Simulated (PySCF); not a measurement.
PySCF 2.14 output of a UHF calculation on a single atom or ion in x2c-SVPall (5s4p3d, 32 functions), with the spin-free X2C one-electron Hamiltonian (Gaussian nucleus):

```
SCF conv_tol = 1e-09
number electrons alpha = 15  beta = 15
cycle= 1 E= -1941.62788731797  delta_E= -1.82e-12  |g|= 8.02e-07  |ddm|= 2.78e-06
converged SCF energy = -1941.62788731797  <S^2> = -1.4210855e-14  2S+1 = 1
```

The run itself started from symmetry-adapted Hartree-Fock orbitals and held the occupation by maximum overlap, so the iterations belong to that start.

Task: Which element, charge and spin multiplicity is this?

Result: Ga⁺ (gallium, charge +1), multiplicity 1; the state was [Ar] 3d10 4s2, closed-shell 1S.
